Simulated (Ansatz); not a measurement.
Four-centre ligand exchange

Start structure (Si2H5ClF2, singlet), relaxed at PBE0-D4/def2-TZVP:

```
atom    x (Å)    y (Å)    z (Å)
 Si1  -1.0465   0.6484  -0.5299
 Si2   0.2926  -1.2740  -0.5177
  F3  -2.5197   0.2844  -0.0486
  F4  -0.4900   1.7272   0.5221
  H5  -1.1633   1.3574  -1.8252
  H6   1.1219   1.4705   1.7912
 Cl7   2.1332   0.8053   2.2188
  H8   1.6741  -0.9089  -0.9190
  H9   0.2807  -1.8989   0.8272
 H10  -0.2829  -2.2112  -1.5189
```

The step: Si₂H₄F₂ ([F][SiH]([F])[SiH3]) + HCl → SiHClF₂ ([F][SiH]([F])[Cl]) + SiH₄; bonds formed: Si1–Cl7, Si2–H6; bonds broken: Si1–Si2, H6–Cl7. Program: Ansatz 0.2.0. Basis: def2-TZVPP and def2-QZVPP. Cores are frozen in the correlated methods. Extrapolation: Hartree–Fock as exp(−7.88 √X), correlation as X^−2.97. Energies below are by CCSD(T) at an estimated basis limit (MP2 extrapolated from triple and quadruple zeta, plus CCSD(T) − MP2 in triple zeta).

What are the electronic barrier and the energy of the step, from the start structure to the end structure? (Judge from chemistry; the value comes from the calculation.)

The calculation gives: Barrier 1.647 eV; step energy -1.143 eV (downhill); reverse barrier, their difference, 2.790 eV. Barrier and step energy count from the start structure, the reverse barrier from the end structure.

The saddle point: One imaginary mode of 833i cm⁻¹.
| pair | start (Å) | saddle (Å) | end (Å) |
| --- | --- | --- | --- |
| Si1–Cl7 | 4.21 | 2.51 | 2.02 |
| Si2–H6 | 3.68 | 1.80 | 1.49 |
| Si1–Si2 | 2.34 | 2.58 | 4.20 |
| H6–Cl7 | 1.28 | 1.66 | 3.45 |

Zero-point energy (harmonic, PBE0-D4): ZPE is 1.301 eV at the start and 1.277 eV at the saddle, so the barrier goes from 1.647 to 1.622 eV.

The T1 diagnostic stays at or below 0.014.

Labels in which every atom is bracketed show which atoms are joined, not bond orders.

For scale, one of the runs: CCSD(T)/def2-TZVPP, 258 basis functions, launched by `ansatz run in.yaml --threads 8 --pin off --events-out ev --progress --plain --max-ram 19148MiB`. The run took 59 s on 8 CPU threads of a Oxide Virtual Turin-like (shared host), with 5.7 GiB of host memory at its peak.
